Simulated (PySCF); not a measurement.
A geometry optimisation, step by step.

Compound: SnMe(OMe)3, C4H12O3Sn.
Bonds: Sn1–C2, Sn1–O6, Sn1–O11, Sn1–O16, O6–C7, O11–C12, O16–C17. Hydrogens: H3, H4, H5 on C2; H8, H9, H10 on C7; H13, H14, H15 on C12; H18, H19, H20 on C17.

Method: PySCF, PBE0-D3(BJ)/def2-SVP geometry optimisation, gas phase, def2 core potentials past Kr; density fitting, grid level 1; the optimiser is geomeTRIC in internal coordinates, started from a GFN2-xTB structure with every atom displaced at random (about 0.03 Å). 4 of its 29 geometries are shown. The frame can shift and turn from step to step; on so coarse a grid that alone can change the energy by a few meV, and forces under 0.02 eV/Å are noise.

Step 0: E = -16296.0139 eV, largest atomic force 5.600 eV/Å
```
atom  x, y, z in Å  |  force x, y, z in eV/Å
Sn1     0.037   -0.051    0.487   -1.263   2.433   0.076
C2     -0.039    0.038    2.676    2.538   2.714  -3.547
H3      0.852   -0.392    2.989    2.258  -0.747   0.828
H4     -0.771   -0.526    3.009   -4.433  -2.966   1.705
H5     -0.116    1.065    2.967   -0.105   0.886   0.265
O6      1.843    0.237   -0.270   -0.212  -0.635   0.121
C7      2.416    1.377   -0.847   -2.732   0.724   1.675
H8      1.739    1.876   -1.558   -0.049   0.098  -0.091
H9      3.268    1.081   -1.345    2.485  -0.736  -1.415
H10     2.675    2.104   -0.059    0.180   0.214  -0.109
O11    -1.172    1.514   -0.268    2.020  -1.282   0.813
C12    -2.357    1.372   -0.939   -1.073  -0.032  -0.212
H13    -2.449    0.574   -1.702    0.480  -0.181   0.010
H14    -2.594    2.310   -1.481    0.069   0.014   0.110
H15    -3.204    1.181   -0.250   -0.131   0.076   0.042
O16    -0.761   -1.652   -0.281    0.228  -0.781  -0.581
C17     0.018   -2.773   -0.688   -3.033  -0.583   1.052
H18     0.871   -2.507   -1.235    1.790   0.448  -1.005
H19    -0.638   -3.444   -1.308    0.441   0.554   0.169
H20     0.246   -3.371    0.202    0.544  -0.219   0.093
```

Step 9: E = -16296.9520 eV, largest atomic force 0.178 eV/Å
```
atom  x, y, z in Å  |  force x, y, z in eV/Å
Sn1    -0.040    0.003    0.797    0.001  -0.007   0.034
C2      0.040    0.106    2.914    0.105  -0.140  -0.035
H3      1.019   -0.284    3.228   -0.060   0.043   0.022
H4     -0.761   -0.520    3.331    0.011   0.070   0.001
H5     -0.070    1.150    3.232   -0.042   0.005   0.012
O6      1.737    0.192   -0.061   -0.025   0.072  -0.051
C7      2.032    1.260   -0.924    0.040  -0.127   0.048
H8      1.133    1.733   -1.359   -0.007   0.011  -0.007
H9      2.660    0.889   -1.754   -0.019   0.031   0.001
H10     2.600    2.052   -0.402    0.010   0.011  -0.005
O11    -1.167    1.421    0.009   -0.021  -0.008   0.014
C12    -2.041    1.168   -1.057   -0.063   0.040  -0.038
H13    -1.813    0.240   -1.612    0.009  -0.003   0.014
H14    -1.996    2.009   -1.772    0.004  -0.005  -0.013
H15    -3.087    1.084   -0.708    0.015   0.006   0.012
O16    -0.772   -1.701    0.109    0.104  -0.024  -0.061
C17    -0.048   -2.516   -0.779   -0.069   0.064   0.093
H18     0.690   -1.957   -1.382    0.006  -0.004  -0.010
H19    -0.756   -3.006   -1.468    0.006  -0.016  -0.026
H20     0.504   -3.309   -0.241   -0.004  -0.021  -0.005
```

Step 19: E = -16297.0154 eV, largest atomic force 0.045 eV/Å
```
atom  x, y, z in Å  |  force x, y, z in eV/Å
Sn1     0.021   -0.008    0.959   -0.009  -0.016   0.017
C2      0.078    0.154    3.067    0.034  -0.025  -0.005
H3      1.118    0.047    3.403   -0.010   0.009   0.001
H4     -0.540   -0.644    3.498   -0.001   0.012   0.002
H5     -0.314    1.138    3.356   -0.011  -0.002   0.002
O6      1.742    0.412    0.070   -0.014   0.041   0.007
C7      1.786    1.250   -1.054    0.018  -0.042   0.000
H8      1.060    2.082   -1.008   -0.004   0.001   0.001
H9      1.596    0.694   -1.993    0.000   0.007   0.000
H10     2.795    1.690   -1.132    0.001   0.001   0.002
O11    -1.311    1.239    0.184    0.000   0.006  -0.016
C12    -1.933    0.967   -1.040   -0.013   0.004  -0.013
H13    -2.348   -0.058   -1.096    0.004  -0.003   0.004
H14    -1.252    1.099   -1.903    0.000  -0.002  -0.005
H15    -2.772    1.671   -1.177    0.003  -0.002   0.011
O16    -0.438   -1.843    0.372    0.023   0.006  -0.021
C17     0.045   -2.348   -0.844   -0.025   0.007   0.018
H18     1.056   -1.977   -1.096    0.004  -0.002   0.000
H19    -0.625   -2.101   -1.690    0.003   0.000  -0.007
H20     0.100   -3.449   -0.777   -0.001  -0.001   0.002
```

Step 28: E = -16297.0207 eV, largest atomic force under 0.02 eV/Å
```
atom  x, y, z in Å  |  force x, y, z in eV/Å
Sn1     0.021    0.057    0.975    0.001   0.002   0.004
C2      0.015    0.181    3.086    0.006  -0.008   0.005
H3      1.052    0.228    3.442   -0.002   0.005  -0.003
H4     -0.483   -0.711    3.489    0.003   0.005  -0.002
H5     -0.530    1.086    3.385   -0.004  -0.001  -0.001
O6      1.752    0.607    0.185   -0.005  -0.005  -0.005
C7      1.807    1.228   -1.069    0.006   0.000   0.002
H8      1.010    1.982   -1.215   -0.001   0.001   0.000
H9      1.737    0.502   -1.902   -0.002   0.003   0.001
H10     2.776    1.746   -1.167   -0.001   0.001   0.000
O11    -1.353    1.223    0.152   -0.007   0.004   0.004
C12    -2.025    0.854   -1.019   -0.001  -0.004  -0.005
H13    -2.338   -0.207   -1.024    0.000  -0.002   0.001
H14    -1.415    1.026   -1.928   -0.001  -0.003  -0.001
H15    -2.936    1.469   -1.115    0.002   0.000   0.001
O16    -0.343   -1.786    0.345   -0.001   0.000  -0.004
C17     0.173   -2.254   -0.870    0.006   0.000   0.002
H18     1.248   -2.025   -1.000   -0.001   0.002   0.001
H19    -0.365   -1.842   -1.747    0.000  -0.002  -0.001
H20     0.061   -3.351   -0.903    0.001   0.001   0.001
```

Task: Summarise the path.

Result: The energy falls by 97.15 kJ/mol from step 0 to step 28; nine tenths of that is first reached at step 3. It rises by more than 0.2 meV at steps 15 and 26. The largest force goes from 5.600 to under 0.02 eV/Å. Among the bonds Sn1–O11 changes most, from 2.117 to 1.981 Å; the atoms move by 0.955 Å rms after alignment.

What follows is the cost of the whole optimisation. Time: 24 min; peak memory 0.86 GiB. Hardware: one thread, Intel Xeon at 2.50 GHz (x86_64) (shared host).
